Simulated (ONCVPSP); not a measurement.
## Before and after: ONCV potential for germanium (Ge)

```
Element                 : germanium (Ge)
Generator               : ONCVPSP 4.0.1
Type                    : optimised norm-conserving Vanderbilt (ONCV)
Functional              : LDA (Perdew-Wang 92)
Relativity              : scalar-relativistic
Frozen core             : [Ar] 3d10
Valence charge          : 4
Reference configuration : 4s2 4p2
Partial waves           : 4s: rc 1.40 bohr, ncon 5, nbas 9, qcut 4.7 1/bohr, 3 projectors, debl 3.3 Ha; 4p: rc 2.40 bohr, ncon 3, nbas 7, qcut 3 1/bohr, 2 projectors, debl 2 Ha; d scattering state at 0.07 Ha: rc 2.05 bohr, ncon 4, nbas 7, qcut 4.7 1/bohr, 2 projectors, debl 3.5 Ha
Local potential         : polynomial inside 0.90 bohr (lpopt 5, dvloc0 6 Ha)
Core correction         : Teter function, fcfact 1.5, rcfact 1.7
```

Change: s: rc 2.

Cutoffs: the cutoffs (Ha) at which the residual kinetic energy of the hardest occupied pseudo-wave falls to 1 and 0.1 mHa per electron; they do not see the model core or the augmentation charge, which bear on the density cutoff. Errors are all-electron minus pseudo energies relative to the spin-unpolarised reference configuration.

Question: Predict the effect on cutoff, ghosts and configuration errors.

Answer: The potential gets softer (95 Ha and 116 Ha → 8.8 Ha and 12 Ha); the bound ghost in s disappears; of the 4 tests that both files solve, the error grows in 1 and shrinks in 0 by more than 15 % and 0.3 meV (median size 60.7 → 60.9 meV). A larger radius leaves more room for a smooth pseudo-wave, so fewer plane waves are needed.

| quantity | base | changed |
| --- | --- | --- |
| cutoff, loose | 95 Ha | 8.8 Ha |
| cutoff, tight | 116 Ha | 12 Ha |
| loose cutoff by channel | s 95 Ha, p 2.8 Ha | s 8.8 Ha, p 2.8 Ha |
| bound ghosts | s | none |
| GHOST(+) flags under 300 eV | p at 121.0 eV | p at 121.0 eV, s at 138.8 eV |
| error for 4s2 4p1, meV [ΔE 7.63 eV] | -14 | -15 |
| error for 4s2 4p0, meV [ΔE 23.34 eV] | -107 | -107 |
| error for 4s1 4p0, meV [ΔE 58.56 eV] | -348 | -340 |
| error for 4s1 4p3, meV [ΔE 8.05 eV] | +3.9 | +6.0 |
| p: phases at 2.44 bohr within 0.05 rad from the reference energy up to (Ha; the scan ends near 5) | 3.6 | 3.6 |
| d: phases at 2.08 bohr within 0.05 rad from the reference energy up to (Ha; the scan ends near 5) | 0.5 | 0.5 |
| rms error of d²Exc/dni dnj with the model core, mHa | 2.24 | 2.37 |

Changed file: The cutoffs count occupied waves only; projector 2 of the d channel, the hardest unoccupied one, needs 61 Ha at the loose tolerance. A true bound ghost makes a file unfit for plane-wave use even where its test errors are small: the radial tests pick states by their node count and pass the ghost by.
